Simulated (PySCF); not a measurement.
## How methods differ on the ionisation energy of Lu⁵⁷⁺

Lu⁵⁷⁺ [Ne] 3s2 3p2 [3p1/2^2, M_J = 0] → Lu⁵⁸⁺ [Ne] 3s2 3p1 [3p1/2^1, M_J = 1/2], as a difference of total energies. Calculation: PySCF 2.14, in an even-tempered Gaussian basis (18 s from 17 bohr⁻², ratio 2.4; 14 p from 22 bohr⁻², ratio 2.4; 4 d from 75 bohr⁻², ratio 2.6; 4 f from 110 bohr⁻², ratio 2.6); the two-component X2C-1e Hamiltonian. Correlated levels: 1s2 frozen; the 54 highest virtual spinors dropped. "Screened" scales the spin-orbit matrix elements by Boettger's factors to mimic the two-electron term; Breit and QED terms are absent.

```
                    method  ionisation energy (eV)
           GHF (spin-free)                  5746.4
          GMP2 (spin-free)                  5747.2
 GHF (screened spin-orbit)                  5943.0
GMP2 (screened spin-orbit)                  5944.8
```

Breit and QED terms and the two-electron picture change are absent.

The spin-free rows relax to the high-spin LS determinant and lack the spin-orbit shift.

The labels give the starting determinants; with spin-orbit coupling the two ends relaxed to ⟨J²⟩ = 0.00, ⟨L²⟩ = 1.35, ⟨S²⟩ = 1.35 and ⟨J²⟩ = 0.75, ⟨L²⟩ = 2.02, ⟨S²⟩ = 0.77.

For comparison: 5937 ± 6 eV (theoretical estimate listed by NIST; NIST Atomic Spectra Database, ionization energies).
